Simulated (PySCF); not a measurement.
SMILES C=CCC(C)(C)C (C7H14) (GFN2-xTB optimised geometry):

```
21

C      1.895    -1.703     1.017
C      1.150    -1.311     0.000
C     -0.344    -1.311     0.000
C     -0.970     0.101     0.000
C     -0.555     0.848     1.268
C     -2.494    -0.047    -0.026
C     -0.524     0.892    -1.231
H      1.457    -2.056     1.937
H      2.971    -1.693     0.978
H      1.622    -0.968    -0.912
H     -0.703    -1.848     0.880
H     -0.696    -1.842    -0.889
H     -0.982     1.848     1.277
H      0.528     0.934     1.323
H     -0.901     0.320     2.154
H     -2.971     0.931     0.008
H     -2.840    -0.625     0.828
H     -2.816    -0.552    -0.934
H      0.541     1.108    -1.189
H     -1.058     1.839    -1.282
H     -0.731     0.335    -2.143
```

Method: PBE0/def2-SVP in PySCF.

Q: What are the frontier orbital energies and the dipole moment?

A: HOMO-2 -8.99 eV, HOMO-1 -8.81 eV, HOMO -7.30 eV, LUMO 0.58 eV, LUMO+1 1.75 eV; dipole moment 0.30 D.

Meta-Löwdin charges at PBE0/def2-SVP: C1 -0.24, C2 -0.08, C3 -0.18, C4 0.08, C5 -0.30, C6 -0.30, C7 -0.30, H8 0.10, H9 0.11, H10 0.10, H11 0.09, H12 0.09, H13 0.09, H14 0.10, H15 0.09, H16 0.09, H17 0.09, H18 0.09, H19 0.10, H20 0.10, H21 0.09.
